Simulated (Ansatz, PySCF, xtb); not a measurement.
Dimer: HF (SMILES F) (first 2 atoms) with Si2H6 (SMILES [SiH3][SiH3]); geometry from B3LYP-D3(BJ)/def2-TZVP, rigid monomers moved along the line of their centres of mass till H2···H9 is 1.56 Å.
(charge 0, multiplicity 1):
| atom | x (Å) | y (Å) | z (Å) |
|---|---|---|---|
| F | 1.4596 | 0.3195 | -0.1744 |
| H | 1.3435 | 0.2997 | 0.7487 |
| Si | -0.3524 | -0.1523 | 5.0823 |
| Si | -0.3232 | -0.1514 | 2.7386 |
| H | -1.7001 | -0.5392 | 5.5621 |
| H | -0.0251 | 1.2007 | 5.5900 |
| H | 0.6440 | -1.1206 | 5.5973 |
| H | -0.6131 | -1.4939 | 2.1859 |
| H | 1.0441 | 0.2387 | 2.2823 |
| H | -1.2787 | 0.8309 | 2.1783 |

Monomers are frozen at their geometry in the pair; levels with a basis set take the counterpoise correction. Rows marked so take none.

Rows in 3-21G, STO-3G carry no dispersion term and start afresh at each structure.

Programs: Ansatz (Gaussian basis) for Hartree–Fock, density functionals and correlated methods; PySCF for 3-21G rows, STO-3G rows; xtb for the GFN methods. 

Problem. One of these levels gives 67.6 meV for the interaction energy. Name it.
A) HF/aug-cc-pV(D+d)Z
B) HF/3-21G (no counterpoise)
C) GFN-FF
D) HF/STO-3G (no counterpoise)

Solution. C, GFN-FF. The others give 168.8 (HF/STO-3G (no counterpoise)), 7.0 (HF/3-21G (no counterpoise)), 54.4 (HF/aug-cc-pV(D+d)Z)

Ansatz is a program for electronic structure.
